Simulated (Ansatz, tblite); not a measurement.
Forces on Sn5⁻ at its PBE-D4/def2-SVPD geometry. Total charge -1; doublet.

In the def2 sets Sn takes a core potential; there is no spin–orbit coupling. The xTB rows come from tblite. The structure comes from a short search, and lower isomers may exist.

GFN1-xTB (tblite), largest force 0.77 eV/Å:

```xyz
5
positions Å, forces eV/Å
Sn   -0.402    0.462   -1.591    0.063   -0.074    0.269
Sn    2.051    1.154   -0.264   -0.639   -0.386    0.185
Sn   -0.475    1.106    1.432    0.109   -0.257   -0.400
Sn    0.909   -1.604    0.299   -0.212    0.377   -0.109
Sn   -2.082   -1.118    0.123    0.679    0.340    0.056
```

GFN2-xTB (tblite), largest force 1.35 eV/Å:

```
Sn 0.216 -0.247 0.848
Sn -1.191 -0.637 0.084
Sn 0.128 -0.331 -0.584
Sn -0.323 0.553 -0.211
Sn 1.171 0.661 -0.137
```

PBE-D4/def2-TZVPD (Ansatz), largest force 0.14 eV/Å:

```
Sn 0.033 -0.040 0.133
Sn -0.095 -0.048 0.003
Sn 0.034 -0.073 -0.098
Sn -0.058 0.108 -0.021
Sn 0.087 0.054 -0.017
```
